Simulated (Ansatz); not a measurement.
Reaction (ligand exchange at a Ge–C bond): `O[SiH2]C#[C][GeH2][OH]` + `O[SiH3]` → `[OH][GeH2][O][SiH3]` + `C#C[SiH2]O`

Calculated with Ansatz (gas phase, PBE0-D4/def2-TZVP geometries, no zero-point term in ΔE). CBS: MP2 limit from def2 TZ/QZ plus the TZ coupled-cluster correction, frozen cores. DFT in def2-TZVPP. B3LYP here is the variant with VWN-RPA as its local correlation; programs differ in this. For Ge outer-core shells are correlated without core-valence functions, which leaves a few kJ/mol of doubt a bond. Scalar relativity is left out up to krypton. One conformer a species, not always the lowest.

| level | ΔE (kJ/mol) |
| --- | --- |
| B3LYP-D4 | -39.7 |
| ωB97M-V | -38.5 |
| SCS-MP2/def2-TZVPP | -37.0 |
| MP2/CBS(def2) | -35.1 |

Question: What does CCSD(T)/CBS give? (Best estimate.)

Answer: Computed: -37.1 kJ/mol. The listed levels differ from it by -2.6, -1.4, 0.1, 2.0 kJ/mol.

Largest T1 diagnostic among the species: 0.012.

In def2-TZVPP, CCSD(T) changes the Hartree–Fock value by +11.4 kJ/mol (the triples alone add +1.6 kJ/mol) and MP2 by +13.4 kJ/mol.
